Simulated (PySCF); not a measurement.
FMg (SMILES [F][Mg]), doublet, geometry from GFN2-xTB (such geometries of metal compounds can be far from the true shape) (the spin is typed, not shown lowest). Base run: R2SCAN/cc-pVTZ in PySCF.

Input for PySCF:
```python
from pyscf import gto, scf, dft

mol = gto.M(
    atom='''
Mg   -0.000000   -0.000000   -0.741648
F     0.000000    0.000000    0.988863
''',
    basis='cc-pvtz',
    charge=0,
    spin=1,
    verbose=4,
)

mf = dft.UKS(mol)
mf.xc = 'r2scan'
mf.kernel()
mf.analyze()
```

Variants of this job, named by their change:

```
change                                ΔE vs base (µEh)  grid points  electrons on the grid
------------------------------------  ----------------  -----------  ---------------------
base                                               0.0        32848               21.00000
grids.atom_grid = (30, 110)                      -1681         4888               21.00124
grids.radi_method = delley                       -29.0        32536               21.00000
small_rho_cutoff = 0                               0.0        32848               21.00000
grids.level = 2                                   -144        23136               21.00003
grids.atom_grid = (99, 590)                      -32.0        61024               21.00000
grids.atom_grid = (50, 194)                        299        12840               20.99979
grids.level = 1                                   -102        11536               20.99979
grids.atom_grid = (150, 974)                     -35.0       151720               21.00000
grids.prune = off                                 -2.2        57376               21.00000
grids.prune = dft.gen_grid.sg1_prune              74.3        12544               20.99966
```

Open shells are given as the SCF converged; they aren't shown to be the lowest states, and a large step between rows can be another state.
